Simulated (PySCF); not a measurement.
Compound: C4H7B.
SMILES with atom numbers: `[BH2:1]/[CH:2]=[CH:3]/[CH:4]=[CH2:5]` (hydrogens: H6, H7 on B1; H8 on C2; H9 on C3; H10 on C4; H11, H12 on C5)

Method used: PBE0-D3(BJ)/def2-SVP geometry optimisation, gas phase (PySCF 2.14.0).

Task: Give the optimised bond lengths and angles.

Result: 
```json
{"bond": "B1–C2", "length (Å)": "1.533"}
{"bond": "C2=C3", "length (Å)": "1.359"}
{"bond": "C3–C4", "length (Å)": "1.449"}
{"bond": "C4=C5", "length (Å)": "1.342"}
{"bond": "B1–H6, B1–H7", "length (Å)": "1.211"}
{"bond": "C2–H8", "length (Å)": "1.098"}
{"bond": "C3–H9", "length (Å)": "1.098"}
{"bond": "C4–H10", "length (Å)": "1.096"}
{"bond": "C5–H11", "length (Å)": "1.093"}
{"bond": "C5–H12", "length (Å)": "1.095"}
```

Bonds in one row agree within 0.01 Å and their mean is given. A selection of angles:
```json
{"angle": "C2–B1–H6", "degrees": "122.0"}
{"angle": "C2–B1–H7", "degrees": "119.0"}
{"angle": "H6–B1–H7", "degrees": "119.0"}
{"angle": "B1–C2–C3", "degrees": "121.2"}
{"angle": "B1–C2–H8", "degrees": "121.7"}
{"angle": "C3–C2–H8", "degrees": "117.0"}
{"angle": "C2–C3–C4", "degrees": "125.4"}
{"angle": "C2–C3–H9", "degrees": "118.5"}
{"angle": "C4–C3–H9", "degrees": "116.2"}
{"angle": "C3–C4–C5", "degrees": "123.3"}
{"angle": "C3–C4–H10", "degrees": "116.9"}
{"angle": "C5–C4–H10", "degrees": "119.8"}
{"angle": "C4–C5–H11", "degrees": "121.8"}
{"angle": "C4–C5–H12", "degrees": "121.1"}
{"angle": "H11–C5–H12", "degrees": "117.2"}
```

Torsions: B1–C2–C3–C4 179° (antiperiplanar); C2–C3–C4–C5 -179° (antiperiplanar).

The 5 heavy atoms lie in one plane (0.005 Å rms). The 3 C–C bonds span 1.342 Å (C4=C5, drawn double) to 1.449 Å (C3–C4, drawn single), a spread of 0.107 Å. Of the pairs four or more bonds apart, H9···H12 is among the closest relative to their van der Waals radii: 2.47 Å, 103 % of the sum of Bondi's values. B1 (three-coordinate boron) is planar (angles 122.0°, 119.0° and 119.0°, sum 360.0°, 0.00 Å off the plane of its three neighbours).

Whether it is a minimum is left open (no frequencies). The numbers are those of one conformer.
